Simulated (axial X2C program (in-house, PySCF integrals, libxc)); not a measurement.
Bond lengths and stretching modes, held linear, of HSnH

Computed with an in-house all-electron X2C program for linear molecules (integrals from PySCF): two-component X2C with atomic mean-field Coulomb and Gaunt terms, Gaussian nuclei, basis H dyall-v3z, Sn dyall-v3z with contracted cores. Spin-free rows use the one-electron spin-free X2C Hamiltonian.

Masses H 1.008, Sn 119.902, H 1.008 u. States: 2c Ω = 1 (beyond evenly filled blocks: ω = -1/2, ω = 3/2); spin-free M_S = 1, Λ = 0 (beyond evenly filled blocks: π+α, π-α).

PBE0, 2c: energies above the lowest point

| r(H–Sn) (Å) | r(Sn–H) (Å) | E (meV) |
| --- | --- | --- |
| 1.6058 | 1.6058 | 26.79 |
| 1.6058 | 1.6470 | 13.87 |
| 1.6058 | 1.6882 | 28.83 |
| 1.6470 | 1.6058 | 13.87 |
| 1.6470 | 1.6470 | 0.00 |
| 1.6470 | 1.6882 | 13.99 |
| 1.6470 | 1.7294 | 51.32 |
| 1.6882 | 1.6058 | 28.83 |
| 1.6882 | 1.6470 | 13.99 |
| 1.6882 | 1.6882 | 26.98 |
| 1.7294 | 1.6470 | 51.32 |
| 1.7294 | 1.7294 | 98.67 |

**Question.** Fit a quadratic surface with cubic terms in each bond: where is the minimum, and what are the two stretching wavenumbers?

**Answer.** At PBE0, 2c: bonds 1.646 and 1.646 Å; harmonic stretches 2071.7 and 2163.8 cm⁻¹; force constants 2.64, 2.64 and coupling -0.09 mdyn/Å.

The other levels and Hamiltonians give:

| Hamiltonian | level | r(H–Sn) (Å) | r(Sn–H) (Å) | lower stretch (cm⁻¹) | upper stretch (cm⁻¹) |
| --- | --- | --- | --- | --- | --- |
| 2c | HF | 1.650 | 1.650 | 2112.2 | 2165.2 |
| 2c | B3LYP | 1.648 | 1.648 | 2048.7 | 2146.5 |
| 2c | MP2 | 1.628 | 1.628 | 2118.1 | 2233.4 |
| spin-free | PBE0 | 1.645 | 1.645 | 2073.2 | 2168.0 |
| spin-free | HF | 1.650 | 1.650 | 2113.5 | 2169.2 |
| spin-free | B3LYP | 1.648 | 1.648 | 2050.3 | 2151.7 |
| spin-free | MP2 | 1.627 | 1.627 | 2119.2 | 2236.5 |

Each state is one determinant, the lowest of a limited PBE0 search; the stretches come from a fit to these few points and carry an uncertainty of a few per cent. Other orders of the atoms were not compared. MP2 freezes inner shells (threshold -2 hartree). The molecule was held linear; bending was not examined, so a bent shape may lie lower. Open-shell Ω = 0 determinants with evenly filled partner blocks cannot be reached by this program, so the Ω shown need not be the lowest component. Note: several unpaired electrons, one determinant need not be a pure state.
